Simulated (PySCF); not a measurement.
Compound: C2H9NO2Si2.
Structure used (PBE0-D3(BJ)/def2-SVP), in Å, numbered top down from 1:
```
atom  x, y, z in Å
C1     2.802    0.587    1.515
C2     1.759   -0.309    0.902
O3     1.834   -1.527    0.906
N4     0.673    0.277    0.323
Si5   -0.513   -0.853   -0.336
O6    -1.688    0.164   -0.923
Si7   -3.086    0.286   -1.802
H8     3.141    1.348    0.796
H9     2.383    1.113    2.387
H10    3.654   -0.023    1.837
H11    0.571    1.285    0.301
H12   -1.087   -1.717    0.727
H13    0.058   -1.649   -1.454
H14   -4.211   -0.395   -1.094
H15   -3.409    1.732   -1.967
H16   -2.914   -0.340   -3.148
```

All values: CAM-B3LYP/def2-SVPD (PySCF, non-relativistic), on one gas-phase PBE0-D3(BJ)/def2-SVP geometry that isn't relaxed in the solvent. The solvent is an IEF-PCM continuum (van der Waals radii × 1.2), and excitations are vertical TDDFT with non-equilibrium linear response and a frozen core. Only the electrostatic response of the medium enters.

Gas-phase singlets (H = HOMO, L = LUMO):

| state | E (eV) | λ (nm) | f | leading configurations |
| --- | --- | --- | --- | --- |
| S1 | 5.717 | 217 | 0.001 | H→L+2 88% |
| S2 | 7.205 | 172 | 0.074 | H-1→L+2 68%, H→L+1 14% |
| S3 | 7.269 | 171 | 0.001 | H-1→L+1 60%, H-1→L 28% |
| S4 | 7.346 | 169 | 0.004 | H-2→L 48%, H-1→L 22%, H-1→L+1 9% |
| S5 | 7.369 | 168 | 0.082 | H→L+1 58%, H→L 25% |

What are the lowest 5 singlets in acetonitrile (ε = 35.69)?

| state | E (eV) | λ (nm) | f | leading configurations | change by rank (eV) |
| --- | --- | --- | --- | --- | --- |
| S1 | 5.932 | 209 | 0.001 | H→L+2 91% | +0.215 |
| S2 | 7.181 | 173 | 0.175 | H-1→L+2 85% | -0.024 |
| S3 | 7.384 | 168 | 0.005 | H-2→L 53%, H-1→L 31% | +0.115 |
| S4 | 7.517 | 165 | 0.000 | H-1→L+1 65%, H-1→L 15% | +0.171 |
| S5 | 7.599 | 163 | 0.128 | H→L+1 80% | +0.230 |

The ground-state energy changes by -0.305 eV from gas to acetonitrile. By how much does the total energy of gas-phase S1 change?

E(S1) = E(S0) + excitation energy, so it changes by -0.305 + 0.215 = -0.090 eV: it is lowered less than the ground state, which is what a blue shift means. This is the vertical state, with the slow part of the continuum still set for S0.

How do the frontier levels move from gas to acetonitrile?

```
orbital  gas (eV)  solvent (eV)  change (eV)                    Löwdin shares, gas                 Löwdin shares, solvent
 LUMO+2      1.28          1.33        +0.05     C2 32 %, O3 24 %, N4 10 %, C1 8 %      C2 35 %, O3 24 %, N4 12 %, C1 8 %
 LUMO+1      1.05          1.30        +0.25     C1 18 %, H11 11 %, C2 9 %, H8 8 %     C2 15 %, Si5 15 %, C1 14 %, O3 9 %
   LUMO      0.75          0.90        +0.15  Si7 26 %, Si5 23 %, O6 10 %, H16 7 %   Si7 28 %, Si5 25 %, O6 10 %, H16 8 %
   HOMO     -9.24         -9.38        -0.14       O3 66 %, C2 9 %, C1 9 %, N4 6 %      O3 62 %, C1 10 %, C2 10 %, N4 7 %
 HOMO-1     -9.43         -9.42        +0.01    N4 44 %, O3 24 %, Si5 10 %, C2 8 %     N4 45 %, O3 22 %, Si5 10 %, C2 8 %
 HOMO-2    -10.10        -10.04        +0.06  O6 35 %, Si7 14 %, Si5 10 %, H14 9 %  O6 35 %, Si7 16 %, H14 10 %, H16 10 %
 HOMO-3    -10.53        -10.43        +0.10  O6 31 %, Si7 24 %, H15 20 %, H16 7 %   O6 29 %, Si7 25 %, H15 20 %, H16 7 %
```

The HOMO–LUMO gap goes from 9.98 to 10.28 eV. Rows go by rank; for LUMO, LUMO+1 and LUMO+2 the atom shares or the degeneracy differ between the runs, so the row needn't follow one orbital.

The run took 94 s on one thread of an AMD EPYC, on a shared host, and the process peaked at 1.2 GiB of memory. This is the whole response run at CAM-B3LYP/def2-SVPD in acetonitrile, SCF included.
